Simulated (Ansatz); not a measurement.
```yaml
crystal:
  periodic: [false, false, false]
  atoms:
    - {symbol: Au, position_ang: [-2.488529, -1.271929, 0.208364]}
    - {symbol: Au, position_ang: [-1.722351, 4.129444, 0.143343]}
    - {symbol: Au, position_ang: [-0.430990, -3.147874, 0.177378]}
    - {symbol: Au, position_ang: [2.096072, -1.980541, 0.111964]}
    - {symbol: Au, position_ang: [0.007663, -0.303803, 0.147845]}
    - {symbol: Au, position_ang: [2.560333, 0.716017, 0.076424]}
    - {symbol: Au, position_ang: [0.450352, 2.567421, 0.107939]}
    - {symbol: Au, position_ang: [-2.119146, 1.439364, 0.174365]}
    - {symbol: Au, position_ang: [2.992695, 3.400301, 0.037578]}
basis:
  gaussian: {orbitals: def2-TZVPD, initial_orbitals: start.molden}
total_charge: -1
hamiltonian: {xc: pbe0, dispersion: d4}
scf: {omitted_lower_state_checks: [starts]}
output: {orbitals: {seedname: orbitals}}
```

The file start.molden holds the orbitals of an earlier run on this structure, at another level or in another basis.

```sh
$ ansatz run in.yaml --threads 4 --pin off --events-out ev --progress --plain --max-ram 4787MiB
```

(1) Does this run fit into the memory that it is given?

Answers

(1) No. It has 387 basis functions, and Ansatz plans for 4.93 GiB where 4.67 GiB are given.
